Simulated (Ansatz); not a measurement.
C3H9SSi (SMILES C[Si](C)(C)[S]), doublet, at a GFN2-xTB geometry; REVPBE/STO-3G (Ansatz, a first-principles code).

Input for Ansatz:
Ansatz 0.2 input:
```yaml
crystal:
  periodic: [false, false, false]
  atoms:
    - {symbol: C, position_ang: [-0.65581910, 1.47443797, -1.21466416]}
    - {symbol: Si, position_ang: [-0.06314066, -0.07709093, -0.27769055]}
    - {symbol: C, position_ang: [1.51624336, -0.77988421, -1.08271036]}
    - {symbol: C, position_ang: [-1.43721760, -1.39878350, -0.23934351]}
    - {symbol: S, position_ang: [0.39453478, 0.48170308, 1.73515090]}
    - {symbol: H, position_ang: [-0.89939338, 1.23332074, -2.24460081]}
    - {symbol: H, position_ang: [-1.54195054, 1.89709658, -0.75084446]}
    - {symbol: H, position_ang: [0.11073349, 2.24341738, -1.22277179]}
    - {symbol: H, position_ang: [1.87634128, -1.65065181, -0.54318165]}
    - {symbol: H, position_ang: [1.32639151, -1.07675845, -2.10938335]}
    - {symbol: H, position_ang: [2.31359264, -0.04286782, -1.08894708]}
    - {symbol: H, position_ang: [-1.70011851, -1.71096520, -1.24515718]}
    - {symbol: H, position_ang: [-2.33442814, -1.01686300, 0.23830482]}
    - {symbol: H, position_ang: [-1.11899547, -2.27832619, 0.31214292]}
basis:
  gaussian:
    orbitals: STO-3G
hamiltonian:
  xc: revpbe
magnetization: {spin_polarized: true, initial_magnetization: 1}
accuracy: high
```

It wrote (shortened):

```
Functional definition: revPBE
947 factors; integrals over basis functions are off by at most 4.4e-9 eV
mean field evaluation 1: about -21716.0374 eV, gradient 1.5e1 eV
mean field evaluation 2: about -21715.5654 eV, gradient 1.6e1 eV
mean field evaluation 4: about -21717.4595 eV, gradient 1.7e-1 eV
mean field evaluation 8: about -21717.3216 eV, gradient 2.1e-3 eV
mean field evaluation 16: about -21717.3216 eV, gradient 2.5e-7 eV
mean field evaluation 32: about -21717.3214 eV, gradient 9.6e-2 eV
mean field -21717.32156763 eV, -798.0968470810 hartree, gradient 4.7e-8 eV, S^2 0.751013; 3 other end points of the search recorded, 0 dependent functions left out
reference -21717.32157131 eV, -798.0968472163 hartree; 29, 28 occupied and 13, 14 virtual orbitals, 947 factors
Total energy: -21717.32157131 eV, -798.0968472163 hartree
```
